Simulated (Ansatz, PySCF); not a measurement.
Complex: AsH3 (SMILES [AsH3]) (first 4 atoms) with H2 (SMILES [H][H]); geometry from B3LYP-D3(BJ)/def2-TZVP.
(charge 0, multiplicity 1):
```xyz
6

As    -0.017    -0.201    -0.246
H     -1.133     0.525     0.498
H      1.055     0.427     0.640
H     -0.130    -1.420     0.663
H     -0.243     0.048     4.051
H     -0.212     0.010     3.308
```

Monomers are frozen at their geometry in the pair; levels with a basis set take the counterpoise correction.

The values were computed with Ansatz (Gaussian basis) for Hartree–Fock, density functionals and correlated methods; PySCF for the dispersion terms. 

**Question.** What interaction energy does PBE-D4/def2-TZVPPD give?

**Answer.** -0.5 kcal/mol

Ansatz is a quantum-chemistry and plane-wave program.
